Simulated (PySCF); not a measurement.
B(Cl)(Br)(OMe) (CH3BBrClO), SMILES COB(Cl)Br.

The structure is a stationary point at B3LYP-D3(BJ)/def2-SVP. One conformer was computed; it need not be the lowest.

Computed with PBE/def2-TZVP (PySCF).

Gas-phase values at a fixed geometry.

Computed frontier levels, gap, dipole moment and polarisability:
```yaml
highest_occupied_level: -7.10 eV
lowest_empty_level: -1.38 eV
orbital_gap: 5.72 eV
dipole_moment: 2.41 D
quadrupole, principal values (traceless, Buckingham form, about the centre of nuclear charge): -5.24, -0.99, 6.23 D·Å
mean_static_polarisability: 63.6 bohr³ (9.42 Å³)
polarisability_principal_values: 46.5, 69.6, 74.7 bohr³
```
